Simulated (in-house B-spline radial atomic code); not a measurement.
A radial electron density 4πr²n(r) was computed for an atom or ion in its tabulated ground configuration with a B-spline radial code for spherical atoms; method: non-relativistic TPSS, spin-polarised, spherical fractional occupations. Columns: r (bohr), 4πr²n(r) (electrons per bohr), bar.

```
 0.00244    0.976 #
 0.00291    1.352 ##
 0.00347    1.863 ##
 0.00414    2.555 ###
 0.00493    3.466 ####
 0.00588    4.675 #####
 0.00701    6.238 #######
 0.00835    8.213 #########
 0.00996    10.68 ############
  0.0119    13.68 ################
  0.0141       17 ####################
  0.0169     20.9 ########################
  0.0201    24.77 #############################
   0.024     28.5 #################################
  0.0286    31.51 ####################################
   0.034    33.35 ######################################
  0.0406     33.7 #######################################
  0.0484    32.48 #####################################
  0.0577     30.2 ###################################
  0.0687    27.87 ################################
  0.0819    26.75 ###############################
  0.0977     27.9 ################################
   0.116    31.21 ####################################
   0.139    35.59 #########################################
   0.165     38.2 ############################################
   0.197    37.07 ###########################################
   0.235    31.65 ####################################
    0.28    24.05 ############################
   0.334    17.74 ####################
   0.398    15.47 ##################
   0.475    16.95 ####################
   0.566    19.19 ######################
   0.674    19.05 ######################
   0.804    15.67 ##################
   0.958    10.59 ############
    1.14    5.852 #######
    1.36    2.577 ###
    1.62   0.9149 #
    1.93   0.2582 
    2.31  0.05368 
    2.75 0.008453
```

(1) Which atom or ion is it?
A. Ga6+
B. Cu5+
C. Ni5+
D. Fe5+

## Answers

(1) C. The area under the curve, ∫4πr²n dr = ∫r·4πr²n d(ln r) on this logarithmic grid, is 23 electrons, which only this option has. The configuration is [Ar] 3d5.
